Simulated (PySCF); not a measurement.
Predicted spectroscopic data

- shieldings: GIAO PBE0/pcSseg-1
- GFN2-xTB geometry
- run in PySCF
- relativity neglected, single conformer, averaged over atoms made equivalent by symmetry, fast rotation or ring inversion, no solvent model

Shifts are taken against calculated references (same method and geometry level): ¹H (31.72 ppm) and ¹³C (186.93 ppm) vs TMS. Splittings of carbon signals by F and P are missing where no couplings were computed. Where no couplings were computed, multiplicities follow the n + 1 count of equivalent neighbours, and m marks all less simple cases (inequivalent or close neighbours, rings, F or P nearby). Shifts are as computed. Against solution values, carbons near 30 ppm lie about +3 ppm off and those near 130 ppm about +5 ppm. Of 1309 compounds with measured shifts, 239 miss one by over three times the rms of a fit or turn the order of signals round; such compounds aren't used in these exercises.

**1.** SMILES C=C1C=C(F)C[C@@H](F)C1, C₇H₈F₂. ¹H NMR (600 MHz, computed): δ 6.10 (m, 1H), 5.24 (m, 1H), 5.23 (m, 1H), 4.94 (m, 1H), 2.81 (m, 1H), 2.77 (m, 1H), 2.76 (m, 1H), 2.45 (m, 1H). ¹³C{¹H} NMR (computed): δ 171.2 (C), 144.6 (C), 119.4 (CH2), 115.6 (CH), 91.5 (CH), 41.3 (CH2), 38.0 (CH2).

**2.** SMILES C[Si](N(C)C)(C)N(C)C, C₆H₁₈N₂Si. ¹H NMR (600 MHz, computed): δ 2.52 (s, 12H), -0.07 (s, 6H). ¹³C{¹H} NMR (computed): δ 38.9 (CH3), -3.1 (CH3).

**3.** `C(C=C)(=C)C(C)C`, C₇H₁₂. ¹H NMR (600 MHz, computed): δ 6.65 (m, 1H), 5.54 (m, 1H), 5.43 (m, 1H), 5.34 (m, 1H), 5.31 (m, 1H), 2.58 (sept, 1H), 1.17 (d, 6H). ¹³C{¹H} NMR (computed): δ 162.0 (C), 147.7 (CH), 121.4 (CH2), 118.1 (CH2), 31.0 (CH), 24.8 (CH3).
